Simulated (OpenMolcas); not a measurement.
Ta3+ in a point-charge field

Ta3+ among 4 point charges of -1.5 e arranged as a tetrahedron (Td), 2.09 Å from the ion.

```
Program             : OpenMolcas
Method              : SS-CASPT2, IPEA 0.25 Eh, imaginary shift 0.1 Eh (closed shells correlated: 4f 5s 5p)
Basis               : ANO-RCC-VTZP [8s7p5d3f2g1h]
Scalar Hamiltonian  : DKH2, point nucleus
Active space        : 2 electrons in 5 orbitals (5d)
State averaging     : 2S+1 = 3 even, 10 roots; 2S+1 = 1 even, 15 roots
Spin-orbit coupling : RASSI with atomic mean-field integrals over the reference wave functions
```

The lowest spin-free states (labels of Td), above the lowest:

| State | Degeneracy | E (cm-1) | Free-ion L (%) |
| --- | --- | --- | --- |
| 3A2 | 1 | 0 | F (100) |
| 3T2 | 3 | 3180 | F (100) |
| 3T1 | 3 | 6080 | F (97) |
| 1E | 2 | 7320 | D (81) |
| 1T2 | 3 | 9760 | D (87) |
| 3T1 | 3 | 12600 | P (97) |
| 1A1 | 1 | 13900 | G (97) |
| 1T1 | 3 | 15050 | G (100) |
| 1E | 2 | 16690 | G (81) |
| 1T2 | 3 | 17580 | G (87) |
| 1A1 | 1 | 30410 | S (97) |

The lowest levels with spin-orbit coupling:

```
E (cm-1)  Degeneracy  Label      2S+1
       0           3     T2         3
    1970           2      E  3 (84 %)
    5230           1     A2         3
    5810           3     T1         3
    5860           3     T2         3
    9080           3     T2         3
   10170           2      E         3
   10690           1     A1  3 (88 %)
   10690           2      E  1 (66 %)
   10970           3     T1         3
   11890           3     T2  1 (64 %)
   12960           1     A1         3
   14590           3     T1         3
   17600           2      E  3 (76 %)
   17800           1     A1  1 (87 %)
   18290           3     T2  3 (67 %)
   18750           3     T1         1
   20710           2      E  1 (85 %)
   21390           3     T2  1 (90 %)
   34740           1     A1         1
```

Powder χT (cm3 K/mol): 0.00106 at 2 K, 0.00352 at 10 K, 0.0158 at 50 K, 0.0312 at 100 K, 0.062 at 200 K, 0.0927 at 300 K. The effective moment at 300 K is 2.828 √(χT) = 0.86 μB.

The lowest level has 2S+1 = 3, for which the spin-only value is χT = S(S+1) / 2 = 1.000 cm3 K/mol (g = 2). The computed 0.093 at 300 K differs by -0.907, through orbital momentum, spin-orbit coupling and any other state in reach.

Roots that are degenerate in the reference are averaged as groups; the widest CASPT2 spread within a group is 340 cm-1 (the 3-fold group of multiplicity 1 near 9760 cm-1 above the lowest state of its run). Shifts and gaps below about the spread of the groups concerned are not significant. Spin-orbit coupling mixes the spin-free states strongly: the lowest level takes only 56 % from its leading state, 3A2. Free-ion shares, where given, are those of the reference states; single-state CASPT2 does not remix them. This is an electrostatic model: the charges have no orbitals. No measured value stands beside these numbers.
